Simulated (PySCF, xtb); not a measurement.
H3Si, SMILES [SiH3+], charge +1.

Harmonic wavenumbers (cm⁻¹) from GFN2-xTB (xtb) at its own minimum, in rising order: 670, 671, 740, 2315, 2320, 2321.

**Question.** What does PBE0-D3(BJ)/def2-TZVPD (PySCF) give at its own minimum? (An estimate is asked for; the answer gives what the named calculation found.)

**Answer.** 836, 933, 933, 2268, 2347, 2347. Paired by order, the mean absolute difference is 120 cm⁻¹ and the zero-point energies are 12.9 and 13.8 kcal/mol.
